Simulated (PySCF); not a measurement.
**Computed properties of Au(Cl)(CO) (CAuClO), SMILES [C-](->[Au][Cl])#[O+], multiplicity 1**

CAuClO, SMILES [O+]#[C-]->[Au][Cl], multiplicity 1. The structure is a stationary point at B3LYP-D3(BJ)/def2-SVP. The multiplicity is an assumed one; other spin states were not compared. The isomer is the one that the SMILES or the coordinates give; other isomers of the formula were not compared. The def2 effective core potentials stand for the cores of Au; spin–orbit coupling is left out. One conformer was computed; it need not be the lowest. All values are computed for the isolated molecule unless a solvent is named; none is compared with measurement here.

**Structure.** The optimised structure has C∞v symmetry. All 7 harmonic modes at B3LYP-D3(BJ)/def2-SVP (PySCF) are real, so it is a minimum. With heavy atoms numbered as in [Au:1]([Cl:2])<-[C-:4]#[O+:3], the shortest bond between them is O3–C4 at 1.134 Å and the longest Au1–Cl2 at 2.270 Å.

**Vibrations.** The strongest infrared lines (harmonic, unscaled, degenerate partners summed) lie at 2224 cm⁻¹ (620 km/mol, C 60 %, O 40 %), 370 cm⁻¹ (30 km/mol, Cl 84 %), 418 cm⁻¹ (11 km/mol, C 82 %, O 13 %). The softest mode is at 80 cm⁻¹ and the zero-point energy is 5.8 kcal/mol.

**Electronic structure.** HF/def2-TZVPD (PySCF) places the frontier levels at -11.04 and 0.87 eV, a gap of 11.91 eV, and gives a dipole moment of 5.25 D and a mean polarisability of 54.7 bohr³. PBE/def2-TZVPD (PySCF) at the same geometry gives -7.07 and -3.38 eV, so its gap is 8.22 eV narrower. An orbital gap is neither the optical nor the fundamental gap.

**Excitations.** TDA-ωB97X/def2-SVPD (PySCF) has S1 at 5.44 eV (228 nm, f = 0.000, dark); the most intense of the 10 singlets computed lies at 6.53 eV (f = 0.35). Strengths of degenerate partners are summed. T1 (TDA) is at 5.18 eV, 0.26 eV under S1. TDA-PBE/def2-SVPD (PySCF) puts S1 at 3.64 eV. No vertical singlet excitation falls in the visible range (under 3.1 eV).
